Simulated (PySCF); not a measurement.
Excitations are Tamm–Dancoff values on a coarser integration grid. The basis has no diffuse functions, so Rydberg states are missing or too high.

Cartesian coordinates (Å):
SMILES: C=BC=O
```xyz
7

C     -1.4281    -0.0941     0.1724
B     -0.0413     0.0276     0.1146
C      1.4654     0.1166    -0.1052
O      1.8187    -0.1668    -1.2562
H     -2.0340    -0.3927    -0.6867
H     -1.9931     0.1025     1.0870
H      2.2124     0.4068     0.6741
```
Charge 0, spin multiplicity 1.

Q: Give the HOMO–LUMO gap, S1–T1 gap (TDA), total energy, brightest of the four lowest singlets (TDA) and T1 excitation (TDA) at the level PBE-D3(BJ)/def2-TZVP (PySCF).

A: 
| Property | Result |
|---|---|
| HOMO–LUMO gap | 2.94 eV |
| S1–T1 gap (TDA) | 0.77 eV |
| total energy | -4839.77 eV |
| brightest of the four lowest singlets (TDA) | 5.03 eV |
| T1 excitation (TDA) | 2.43 eV |
